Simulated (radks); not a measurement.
Spherical quantum dot in the effective-mass picture: electrons in a parabolic well V = omega^2 r^2 / 2 with omega = 0.616, with a point charge +1 (a donor) at the centre, all in effective atomic units (hartree* = m*/eps^2 hartree, bohr* = eps/m* bohr), one dielectric constant everywhere. Calculated with a radial shooting solver with Libxc functionals: non-relativistic Kohn-Sham, PBE, spin-polarised, spherical densities. Levels are named by radial order and angular momentum (1s, 1p, 1d, 2s, ...), and open shells are averaged over m. Results are scaled to m* = 0.093 and eps = 12.5, for which hartree* = 16.2 meV and bohr* = 7.113 nm.

N = 31, configuration 1s2 1p6 1d10 2s2 1f(up 7, down 4). This is the lowest configuration that the search found. Occupied levels:

level,occupation,eigenvalue (meV),<r> (nm)
1s up,1,157.83,12.70
1s down,1,157.87,12.47
1p up,3,163.41,21.21
1p down,3,163.65,20.98
2s up,1,165.63,20.70
2s down,1,165.89,20.77
1d up,5,167.56,24.46
1d down,5,167.88,24.35
1f up,7,172.06,26.67
1f down,4,172.42,26.62

Energy (meV): total 3152.92, kinetic 270.25, external 960.66, Hartree 2100.5, exchange-correlation -178.52.

Electron density:

r (nm),n(r) (e/nm^3)
0.987,0.001737
4.70,0.0006324
8.42,0.0002831
12.1,0.0002102
15.9,0.0002361
19.6,0.0002696
23.3,0.0002580
27.0,0.0001907
30.7,0.0001013
34.5,0.00003632
38.2,8.738e-06
41.9,1.404e-06
45.6,1.491e-07
49.3,1.038e-08
